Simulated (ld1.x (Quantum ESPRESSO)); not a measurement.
## An all-electron radial function and its pseudo partner (fluorine (F))

Columns: radius, all-electron u(r) and pseudo u(r) of the 2s shell (level -29.94 eV) of fluorine in the configuration [He] 2s1.75 2p5.25; PBE, non-relativistic, ultrasoft scheme, ld1.x (Quantum ESPRESSO) 7.5.

| r (bohr) | all-electron | pseudo |
| --- | --- | --- |
| 0.062 | 0.4189 | -0.1555 |
| 0.125 | 0.4137 | -0.3090 |
| 0.188 | 0.2223 | -0.4536 |
| 0.250 | -0.0250 | -0.5838 |
| 0.312 | -0.2709 | -0.6990 |
| 0.375 | -0.4914 | -0.7988 |
| 0.438 | -0.6718 | -0.8801 |
| 0.500 | -0.8085 | -0.9421 |
| 0.562 | -0.9072 | -0.9869 |
| 0.625 | -0.9734 | -1.0160 |
| 0.688 | -1.0107 | -1.0304 |
| 0.750 | -1.0247 | -1.0318 |
| 0.812 | -1.0208 | -1.0224 |
| 0.875 | -1.0028 | -1.0029 |
| 0.938 | -0.9743 | -0.9743 |
| 1.000 | -0.9388 | -0.9388 |
| 1.062 | -0.8983 | -0.8983 |
| 1.125 | -0.8539 | -0.8539 |
| 1.188 | -0.8076 | -0.8076 |
| 1.250 | -0.7614 | -0.7614 |
| 1.312 | -0.7154 | -0.7154 |
| 1.375 | -0.6694 | -0.6694 |
| 1.438 | -0.6248 | -0.6248 |
| 1.500 | -0.5825 | -0.5825 |
| 1.562 | -0.5421 | -0.5421 |
| 1.625 | -0.5030 | -0.5030 |

**Question.** How many radial nodes do the two functions have?

**Answer.** The all-electron 2s function has n − l − 1 = 1; the pseudo-wave has 0, since the states of the same l below it are removed with the core.

**Question.** At about which radius was the pseudo-wave matched?

**Answer.** 0.90 bohr, where the columns begin to agree (steps of 0.06 bohr).

**Question.** Where does each function peak?

**Answer.** Outermost all-electron maximum near 0.75 bohr, pseudo maximum near 0.75 bohr (to the table’s step).

**Question.** Is the pseudo-wave norm-conserving?

**Answer.** No, it belongs to an ultrasoft set: the norm inside the radius is not constrained, and the difference is carried by the augmentation charge.
